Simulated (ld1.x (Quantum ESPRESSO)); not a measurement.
lead: one change to a TM semilocal potential, before and after

ld1.x (Quantum ESPRESSO) 7.5 input, shortened:

```
&input
   title='Pb', zed=82., rel=1, dft='PBE', iswitch=3,
   config='[Xe] 4f14 5d10 6s2 6p2 6d-2'
 /
 &inputp
   pseudotype=1, tm=.true., lloc=2,
   nlcc=.false.
 /
3
6S  1  0   2.00   0.00  1.75  1.75  0.0
6P  2  1   2.00   0.00  2.25  2.25  0.0
6D  3  2  -2.00   0.05  2.15  2.15  0.0
 &test
   configts(1)='6s2 6p2'
 /
```

All-electron outer shells of the reference configuration (PBE, scalar-relativistic, ld1.x):

| shell | level (eV) | outermost node (bohr) | outermost maximum (bohr) |
| --- | --- | --- | --- |
| 5p | -85.83 | 0.49 | 0.88 |
| 5d | -21.18 | 0.52 | 1.07 |
| 6s | -12.04 | 1.01 | 1.95 |
| 6p | -3.50 | 1.18 | 2.67 |

Change: wave 6s (bound): rc 1.75 bohr becomes 6s (bound): rc 1.68 bohr.

Cutoffs: the cutoffs (Ry, on a coarse ladder) from which the occupation-weighted sum of valence levels, in a spherical-Bessel basis at the reference potential, stays within 10 and 1 mRy of its value at 400 Ry; they do not see the model core or the augmentation charge, which bear on the density cutoff. Errors are all-electron minus pseudo energies relative to the spin-unpolarised reference configuration.

Problem. Predict the effect on cutoff, ghosts and configuration errors.

Solution. The potential gets harder (25 Ry and 50 Ry → 30 Ry and 80 Ry); of the 7 tests that both files solve, the error grows in 1 and shrinks in 0 by more than 15 % and 0.3 meV (median size 21.2 → 20.6 meV); neither file shows a bound ghost. A smaller radius makes the pseudo-wave follow the all-electron one further in, where it bends more sharply, so more plane waves are needed. A semilocal file is local in each channel, so a ghost entry of none says nothing of the separable form that plane-wave codes build from it.

| quantity | base | changed |
| --- | --- | --- |
| cutoff, loose | 25 Ry | 30 Ry |
| cutoff, tight | 50 Ry | 80 Ry |
| loose cutoff by channel (10 mRy a level) | s 21 Ry, p 6 Ry | s 25 Ry, p 6 Ry |
| bound ghosts | none | none |
| error for 6s2 6p1, meV [ΔE 6.58 eV] | +10 | +10 |
| error for 6s2 6p0, meV [ΔE 20.02 eV] | +87 | +89 |
| error for 6s1 6p0, meV [ΔE 52.43 eV] | +171 | +173 |
| error for 6s1 6p3, meV [ΔE 8.74 eV] | +21 | +21 |
| error for 6s0 6p4, meV [ΔE 17.83 eV] | +110 | +117 |
| error for 6s1 6p2, meV [ΔE 16.10 eV] | -4.1 | -5.0 |
| error for 6s2 6p2.3, meV [ΔE -0.80 eV] | +1.0 | +1.0 |
| s: phases at 2.46 bohr within 0.05 rad from the reference energy up to (Ry; the scan ends near 5) | 2.6 | 2.1 |
| p: phases at 2.46 bohr within 0.05 rad from the reference energy up to (Ry; the scan ends near 5) | 3.5 | 3.5 |
| d: phases at 2.46 bohr within 0.05 rad from the reference energy up to (Ry; the scan ends near 5) | 0.5 | 0.5 |
